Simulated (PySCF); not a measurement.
# Unknown compound

An unknown has the formula C6H8NP. Its calculated NMR data are:

$^{1}$H NMR (600 MHz, computed): δ 2.64 (m, 6H), 1.81 (m, 2H).

$^{13}$C{$^{1}$H} NMR (computed): δ 130.8 (C), 120.7 (C), 18.9 (CH2), 15.5 (CH3).

- geometry from GFN2-xTB
- GIAO PBE0/pcSseg-1 shieldings
- program: PySCF 2.14.0 with density-fitted response routines
- gas phase, fast rotation and ring inversion assumed for equivalent nuclei, non-relativistic, one conformer

Chemical shifts δ = σref − σ; TMS for $^{1}$H (σref 31.72) and $^{13}$C (σref 186.93), all at this level.

**Question.** Which of these isomers gave the spectra?
A. CC1=C(C)P1CC#N
B. Cc1cpcnc1C
C. C=Cc1cn(C)cp1

**Answer.** A. 

4 carbon signals for 6 carbons: some carbons are equivalent by symmetry or fast rotation. Carbon types of the structure: 3 × C, 1 × CH2, 2 × CH3, which accounts for all hydrogens. δC 130.8: fully substituted alkene carbon; as expected for a trigonal carbon in a double bond. δC 120.7: nitrile carbon; C≡N carbons fall here, among the sp2 signals but without a proton. δC 15.5: allylic methyl carbon; a saturated carbon with 1 carbon neighbour and no heteroatom attached. δH 2.64: hydrogen on an allylic methyl carbon; allylic position. δH 1.81: hydrogen on an sp3 CH2 bonded to P, α to a nitrile.

The others: Cc1cpcnc1C would give 6 carbon signals, not 4; C=Cc1cn(C)cp1 would give 6 carbon signals, not 4.

Splittings by $^{31}$P in the carbon and heteronuclear signals aren't shown, as no couplings were computed. Shifts are as computed. Against solution values, carbons near 30 ppm lie about +3 ppm off and those near 130 ppm about +5 ppm. Of 1211 compounds with measured shifts, 218 miss one by over three times the rms of a fit or turn the order of signals round; such compounds aren't used in these exercises. Multiplicities follow the n + 1 count of equivalent neighbours, as no J values were calculated; m marks all less simple cases, F and P coupling included.
